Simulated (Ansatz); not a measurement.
Born–Oppenheimer molecular dynamics of CH₈AlFN₂Si (14 atoms, charge 0, multiplicity 1). It starts from a relaxed structure.

Theory: RHF/STO-3G (Ansatz).

* ensemble: NVT, Nosé–Hoover chain
* time step: 0.5 fs
* steps asked: 250
* set temperature: 300 K
* thermostat: time constant 300 fs, chain length 1
* seed: 845972

First frame:

```xyz
14
Properties=species:S:1:pos:R:3
N 0.444 -1.482 -0.185
C 0.118 -0.174 0.647
F 1.342 0.422 0.884
Al -0.473 -1.795 1.462
N -0.700 0.705 -0.173
Si 0.056 1.982 -1.097
H 0.011 -1.465 -1.117
H 1.456 -1.622 -0.310
H -1.887 -2.152 1.261
H 0.419 -2.410 2.459
H -1.556 0.975 0.315
H 1.106 1.420 -1.874
H -0.933 2.538 -1.956
H 0.585 3.029 -0.287
```

(1) What does the run give?

(2) What happens to the structure?

(3) How do temperature and energy run in time?

Results:

(1) The run went to its last step.

- steps done: 250
- time covered: 125 fs
- mean temperature over the second half: 160 K
- spread of the potential energy over the second half: 3.3 meV per atom
- mean potential energy of the second half above the start: 16.5 meV per atom

The conserved energy stayed within 0.27 meV per atom of its start (net change 0.088 meV per atom), so the integration is sound. The mean temperature of the second half is 47 % below the set value. A run of 0.12 ps of so small a system gives no equilibrium averages. Limits of this set-up: minimal basis.

(2) The same pairs are bonded in the first frame and the last. Pairs count as bonded within 1.25 times the sum of covalent radii (0.12 Å more for H–H). Another seed would give other details.

(3) 
| time (fs) | T (K) | potential energy less start (eV) | conserved less start (meV/atom) |
| --- | --- | --- | --- |
| 0 | 300 | 0.000 | 0.00 |
| 6 | 147 | 0.239 | 0.15 |
| 12 | 161 | 0.217 | 0.09 |
| 18 | 197 | 0.162 | 0.09 |
| 24 | 144 | 0.244 | 0.10 |
| 30 | 142 | 0.248 | 0.12 |
| 36 | 160 | 0.220 | 0.13 |
| 42 | 150 | 0.236 | 0.13 |
| 48 | 90 | 0.331 | 0.14 |
| 54 | 123 | 0.281 | 0.20 |
| 60 | 135 | 0.262 | 0.09 |
| 66 | 77 | 0.354 | 0.25 |
| 72 | 163 | 0.220 | 0.13 |
| 78 | 139 | 0.260 | 0.16 |
| 84 | 126 | 0.281 | 0.19 |
| 90 | 160 | 0.228 | 0.08 |
| 96 | 165 | 0.223 | 0.16 |
| 102 | 169 | 0.218 | 0.11 |
| 108 | 159 | 0.236 | 0.13 |
| 114 | 216 | 0.149 | 0.11 |
| 120 | 164 | 0.232 | 0.08 |

Run time: 3.6 min on 1 thread of Intel(R) Xeon(R) 6975P-C (Granite Rapids) (shared host), peak memory 0.12 GiB.
